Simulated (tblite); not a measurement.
Compound: C7H13ClOSi.
Numbering: `[CH3:1][CH2:2][CH2:3][C:4](=[O:5])/[C:6]([Cl:7])=[CH:8]\[SiH2:9][CH3:10]` (hydrogens: H11, H12, H13 on C1; H14, H15 on C2; H16, H17 on C3; H18 on C8; H19, H20 on Si9; H21, H22, H23 on C10)

Geometry (GFN2-xTB, Å), atoms numbered from 1 in this order:
```
atom  x, y, z in Å
C1    -2.9194   -0.0237   -1.0158
C2    -2.7745   -0.2693    0.4799
C3    -1.6927   -1.3187    0.7866
C4    -0.3451   -0.8283    0.3420
O5     0.1722   -1.2005   -0.6959
C6     0.3680    0.1602    1.1602
Cl7   -0.3359    0.6313    2.6828
C8     1.5241    0.6530    0.7256
Si9    2.2492    0.0880   -0.9350
C10    3.8414    1.1325   -1.0678
H11   -3.7054    0.7040   -1.2031
H12   -3.1746   -0.9471   -1.5306
H13   -1.9909    0.3543   -1.4374
H14   -2.5309    0.6655    0.9871
H15   -3.7221   -0.6313    0.8842
H16   -1.9217   -2.2384    0.2462
H17   -1.6762   -1.5179    1.8586
H18    2.0499    1.3785    1.3268
H19    2.6645   -1.3120   -0.8770
H20    1.3848    0.5014   -2.0403
H21    3.6388    2.1981   -1.0045
H22    4.5562    0.8915   -0.2858
H23    4.3354    0.9560   -2.0178
```

Computed with GFN2-xTB (tblite): harmonic, unscaled wavenumbers at the GFN2-xTB geometry, gas phase. This tight-binding method is rough: wavenumbers can miss measured ones by several per cent, in bad cases by 10 to 20. Modes of hydrogen on silicon can be 10 to 20 % off. One conformer, not necessarily the lowest.

Harmonic wavenumbers (cm⁻¹): 32.1, 45.3, 84.3, 119.8, 126.8, 139.3, 156.3, 168.2, 201.9, 211.6, 269.8, 312.1, 339.9, 399.1, 434.4, 456.1, 476.2, 652.6, 669.1, 697.3, 703.1, 727.0, 754.4, 773.1, 822.7, 833.3, 841.2, 842.8, 906.5, 920.6, 951.5, 1044.7, 1083.6, 1112.0, 1170.4, 1190.6, 1243.3, 1267.1, 1299.9, 1337.9, 1383.5, 1419.7, 1449.6, 1487.5, 1497.8, 1499.1, 1503.6, 1505.0, 1584.3, 1680.8, 2248.8, 2269.1, 2976.8, 2992.7, 2995.0, 3003.4, 3033.7, 3035.4, 3039.2, 3039.9, 3045.7, 3053.2, 3086.3.

A = 1327, B = 607.3, C = 466.3 MHz; mass 176.042 u (most abundant isotopes); point group C1, symmetry number 1.

Problem. Zero-point energy?

Solution. Half the sum of the wavenumbers: 39324 cm⁻¹ = 112.43 kcal/mol.

Problem. What is S at 350 K and 1 bar for an ideal gas of classical rigid rotors and harmonic oscillators?

Solution. Translation 42.23, rotation 31.60, vibration 50.98: S = 124.8 cal/(mol K).

Problem. And Cp and H(350 K) − H(0)?

Solution. Cp = 55.94 cal/(mol K), of which vibrations give 47.99 (their classical limit is 63 R = 125.2); H(350 K) − H(0) = 11.77 kcal/mol without the zero-point energy, 8.98 from vibrations.

Problem. Blend soft modes into free rotors: weight 1/[1 + (100 cm⁻¹/ν̃)⁴] for the oscillator and the rest for a rotor with moment μB/(μ + B), μ = h/(8π²ν), B = 10⁻⁴⁴ kg m². What vibrational entropy results?

Solution. 46.55 cal/(mol K) in place of 50.98, which changes −T·S at 350 K by +1.55 kcal/mol.

Problem. What must be added to the electronic energy to get the Gibbs energy at 350 K and 1 bar?

Solution. ZPE + [H(350 K) − H(0)] − T·S = 112.43 + 11.77 − 43.68 = 80.52 kcal/mol.

Hindered rotation and anharmonicity are outside this model. Other conformers, if any are populated, would add a mixing term that is left out. The structure is chiral; the term R ln 2 for an equal mix with its mirror image is left out.
